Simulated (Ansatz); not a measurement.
Ansatz (a quantum-chemistry and plane-wave program) job for CH5AsGa, SMILES [CH3][Ga][AsH2], multiplicity 2, B3LYP-D3(BJ)/def2-SVP. 

Ansatz 0.2 input:
```yaml
crystal:
  periodic: [false, false, false]
  atoms:
    - {symbol: Ga, position_ang: [-0.78594954, 0.85658949, 0.03237058]}
    - {symbol: C, position_ang: [-0.55816900, 1.79523921, -1.88965905]}
    - {symbol: H, position_ang: [-1.25802022, 2.61015868, -2.09330924]}
    - {symbol: H, position_ang: [-0.68274425, 1.04353760, -2.67761062]}
    - {symbol: H, position_ang: [0.45760115, 2.19771091, -1.97764030]}
    - {symbol: As, position_ang: [0.88827790, -1.20345167, 0.49043583]}
    - {symbol: H, position_ang: [0.02747879, -1.80137061, -0.60370323]}
    - {symbol: H, position_ang: [-0.14403625, -1.66184079, 1.50234762]}
basis:
  gaussian:
    orbitals: def2-SVP
hamiltonian:
  xc: b3lyp
  dispersion: d3bj
magnetization: {spin_polarized: true, initial_magnetization: 1}
relax: {f_tol: 0.002, max_steps: 200}
```

It prints:

```
WARN ansatz: RAYON_NUM_THREADS=1 ignored (pool sized by the plan → 1); use --threads N
Functional definition: B3LYP
integrals: 0.05 GiB planned
1101 factors; integrals over basis functions are off by at most 3.6e-4 eV
mean field: 0.91 GiB planned
mean field evaluation 1: about -114317.4450 eV, gradient 3.8e1 eV
mean field evaluation 2: about -114304.4789 eV, gradient 5.5e1 eV
mean field evaluation 4: about -114324.5399 eV, gradient 5.6e0 eV
mean field evaluation 8: about -114324.7470 eV, gradient 1.2e-1 eV
mean field evaluation 16: about -114324.7471 eV, gradient 1.5e-4 eV
mean field -114324.74707366 eV, -4201.3569628603 hartree, gradient 6.2e-5 eV, S^2 0.755185; 0 other end points of the search recorded, 0 dependent functions left out
the calculation of the forces begins
reference -114324.74730781 eV, -4201.3569714652 hartree; 38, 37 occupied and 65, 66 virtual orbitals, 1101 factors
relax step   1: F+E_penalty+E_count = -114325.03792990 eV  Δ(F+E_penalty+E_count) = +0.000e0 eV  max|allowed force component| = 8.411e-1 eV/Å  Δτ_max = 0.0000 Å  (31 SCF iters, accepted)
these checks for a lower state are left out or cut short: starts, cluster_reference, orbital_swaps, neighbouring_geometries, increment
integrals: 0.06 GiB planned
1101 factors; integrals over basis functions are off by at most 4.6e-4 eV
mean field: 0.91 GiB planned
mean field -114324.89230819 eV, -4201.3623001306 hartree, gradient 2.7e-5 eV, S^2 0.752649; 0 other end points of the search recorded, 0 dependent functions left out
the calculation of the forces begins
reference -114324.89254239 eV, -4201.3623087374 hartree; 38, 37 occupied and 65, 66 virtual orbitals, 1101 factors
relax step   2: F+E_penalty+E_count = -114325.18933102 eV  Δ(F+E_penalty+E_count) = -1.514e-1 eV  max|allowed force component| = 6.112e-1 eV/Å  Δτ_max = 0.1743 Å  (31 SCF iters, accepted)
these checks for a lower state are left out or cut short: starts, cluster_reference, orbital_swaps, neighbouring_geometries, increment
integrals: 0.06 GiB planned
1101 factors; integrals over basis functions are off by at most 5.1e-4 eV
mean field: 0.91 GiB planned
mean field evaluation 32: about -114324.9254 eV, gradient 2.1e-5 eV
mean field -114324.92540352 eV, -4201.3635163617 hartree, gradient 2.1e-5 eV, S^2 0.752850; 0 other end points of the search recorded, 0 dependent functions left out
the calculation of the forces begins
reference -114324.92563786 eV, -4201.3635249736 hartree; 38, 37 occupied and 65, 66 virtual orbitals, 1101 factors
relax step   3: F+E_penalty+E_count = -114325.22461838 eV  Δ(F+E_penalty+E_count) = -3.529e-2 eV  max|allowed force component| = 1.721e-1 eV/Å  Δτ_max = 0.0790 Å  (31 SCF iters, accepted)
these checks for a lower state are left out or cut short: starts, cluster_reference, orbital_swaps, neighbouring_geometries, increment
integrals: 0.06 GiB planned
1101 factors; integrals over basis functions are off by at most 5.2e-4 eV
mean field: 0.91 GiB planned
mean field -114324.93081617 eV, -4201.3637152731 hartree, gradient 4.4e-5 eV, S^2 0.752996; 0 other end points of the search recorded, 0 dependent functions left out
the calculation of the forces begins
reference -114324.93105057 eV, -4201.3637238870 hartree; 38, 37 occupied and 65, 66 virtual orbitals, 1101 factors
relax step   4: F+E_penalty+E_count = -114325.22831792 eV  Δ(F+E_penalty+E_count) = -3.700e-3 eV  max|allowed force component| = 4.936e-2 eV/Å  Δτ_max = 0.0408 Å  (30 SCF iters, accepted)
these checks for a lower state are left out or cut short: starts, cluster_reference, orbital_swaps, neighbouring_geometries, increment
integrals: 0.06 GiB planned
1101 factors; integrals over basis functions are off by at most 5.2e-4 eV
mean field: 0.91 GiB planned
mean field -114324.93078512 eV, -4201.3637141317 hartree, gradient 2.6e-5 eV, S^2 0.752940; 0 other end points of the search recorded, 0 dependent functions left out
the calculation of the forces begins
reference -114324.93101932 eV, -4201.3637227384 hartree; 38, 37 occupied and 65, 66 virtual orbitals, 1101 factors
relax step   5: F+E_penalty+E_count = -114325.22893582 eV  Δ(F+E_penalty+E_count) = -6.179e-4 eV  max|allowed force component| = 1.927e-2 eV/Å  Δτ_max = 0.0103 Å  (27 SCF iters, accepted)
these checks for a lower state are left out or cut short: starts, cluster_reference, orbital_swaps, neighbouring_geometries, increment
integrals: 0.06 GiB planned
1101 factors; integrals over basis functions are off by at most 5.2e-4 eV
mean field: 0.91 GiB planned
mean field -114324.93091830 eV, -4201.3637190263 hartree, gradient 1.2e-5 eV, S^2 0.752966; 0 other end points of the search recorded, 0 dependent functions left out
the calculation of the forces begins
reference -114324.93115153 eV, -4201.3637275972 hartree; 38, 37 occupied and 65, 66 virtual orbitals, 1101 factors
relax step   6: F+E_penalty+E_count = -114325.22970322 eV  Δ(F+E_penalty+E_count) = -7.674e-4 eV  max|allowed force component| = 1.587e-2 eV/Å  Δτ_max = 0.0558 Å  (33 SCF iters, accepted)
these checks for a lower state are left out or cut short: starts, cluster_reference, orbital_swaps, neighbouring_geometries, increment
integrals: 0.06 GiB planned
1101 factors; integrals over basis functions are off by at most 5.1e-4 eV
mean field: 0.91 GiB planned
mean field -114324.93123732 eV, -4201.3637307500 hartree, gradient 4.5e-5 eV, S^2 0.753022; 0 other end points of the search recorded, 0 dependent functions left out
the calculation of the forces begins
reference -114324.93147037 eV, -4201.3637393141 hartree; 38, 37 occupied and 65, 66 virtual orbitals, 1101 factors
relax step   7: F+E_penalty+E_count = -114325.22981111 eV  Δ(F+E_penalty+E_count) = -1.079e-4 eV  max|allowed force component| = 1.858e-2 eV/Å  Δτ_max = 0.0232 Å  (30 SCF iters, accepted)
these checks for a lower state are left out or cut short: starts, cluster_reference, orbital_swaps, neighbouring_geometries, increment
integrals: 0.06 GiB planned
1101 factors; integrals over basis functions are off by at most 5.1e-4 eV
mean field: 0.91 GiB planned
mean field -114324.93125369 eV, -4201.3637313515 hartree, gradient 1.7e-5 eV, S^2 0.753029; 0 other end points of the search recorded, 0 dependent functions left out
the calculation of the forces begins
reference -114324.93148668 eV, -4201.3637399138 hartree; 38, 37 occupied and 65, 66 virtual orbitals, 1101 factors
relax step   8: F+E_penalty+E_count = -114325.22993935 eV  Δ(F+E_penalty+E_count) = -1.282e-4 eV  max|allowed force component| = 3.762e-3 eV/Å  Δτ_max = 0.0070 Å  (27 SCF iters, accepted)
these checks for a lower state are left out or cut short: starts, cluster_reference, orbital_swaps, neighbouring_geometries, increment
integrals: 0.06 GiB planned
1101 factors; integrals over basis functions are off by at most 5.1e-4 eV
mean field: 0.91 GiB planned
mean field evaluation 64: about -114324.9313 eV, gradient 1.5e-4 eV
mean field -114324.93125220 eV, -4201.3637312966 hartree, gradient 1.8e-5 eV, S^2 0.753028; 0 other end points of the search recorded, 0 dependent functions left out
the calculation of the forces begins
reference -114324.93148515 eV, -4201.3637398576 hartree; 38, 37 occupied and 65, 66 virtual orbitals, 1101 factors
relax step   9: F+E_penalty+E_count = -114325.22994382 eV  Δ(F+E_penalty+E_count) = -4.470e-6 eV  max|allowed force component| = 1.701e-3 eV/Å  Δτ_max = 0.0041 Å  (27 SCF iters, accepted)
integrals: 0.06 GiB planned
1101 factors; integrals over basis functions are off by at most 5.1e-4 eV
mean field: 0.91 GiB planned
mean field -114324.93125220 eV, -4201.3637312966 hartree, gradient 1.8e-5 eV, S^2 0.753028; 1 other end points of the search recorded, 0 dependent functions left out
the calculation of the forces begins
reference -114324.93148515 eV, -4201.3637398576 hartree; 38, 37 occupied and 65, 66 virtual orbitals, 1101 factors
Total energy: -114325.23017678 eV, -4201.3747165724 hartree
Atom 0 at    -0.749383     0.902330    -0.030187 Å, force    -0.000202     0.000985    -0.001194 eV/Å
Atom 1 at    -0.537650     1.757401    -1.851580 Å, force     0.000967    -0.000012     0.001701 eV/Å
Atom 2 at    -1.277689     2.548858    -2.038086 Å, force     0.000424    -0.000750    -0.000398 eV/Å
Atom 3 at    -0.633225     0.976488    -2.625035 Å, force    -0.000473     0.001071    -0.000625 eV/Å
Atom 4 at     0.476222     2.188649    -1.915903 Å, force    -0.001355    -0.000356    -0.000097 eV/Å
Atom 5 at     0.767555    -1.064128     0.396895 Å, force     0.000398    -0.001263     0.001147 eV/Å
Atom 6 at    -0.003409    -1.845319    -0.676471 Å, force    -0.000006    -0.000204    -0.000513 eV/Å
Atom 7 at    -0.097983    -1.627707     1.523599 Å, force     0.000246     0.000529    -0.000021 eV/Å
Dipole moment:    -0.105990     0.127652    -0.113596 e Å
```

The run converged.
